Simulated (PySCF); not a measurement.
## From computed data to an observable: oscillator strength and radiative lifetime

In(vinyl)(OH)2 (C2H5InO2), SMILES [In]([CH]=C)([OH])[OH].

The structure is a stationary point at PBE0-D3(BJ)/def2-SVP. The structure was generated by enumeration; whether it is a known compound was not checked. The def2 effective core potentials stand for the cores of In; spin–orbit coupling is left out. Other conformers were not sampled.

TDA-PBE/def2-SVPD (PySCF) puts the first singlet state with f over 0.02 at 5.03 eV (vertical), with the transition dipole (0.000, 0.000, 0.428) in atomic units.

Task: Find the oscillator strength, the wavelength and the radiative lifetime that this transition would have in vacuum if emission retraced absorption.

Result: 
|μ|² = 0.1832 au, so |μ| = 1.09 D. ΔE = 5.03/27.211 = 0.1848 hartree. f = (2/3) ΔE |μ|² = 0.023 (the program prints 0.023).
λ = 1239.84/5.03 = 246 nm; ν = 40570 cm⁻¹.
Einstein's coefficient A = 0.6670 ν² f s⁻¹ (ν in cm⁻¹) = 2.5e7 s⁻¹, so τ = 1/A = 40 ns. This state is S5; the lower singlets have f = 0.008, 0.000, 0.000, 0.005. The figure is the radiative limit of this one transition; relaxation, internal conversion, crossing to triplets and a medium change what is measured.
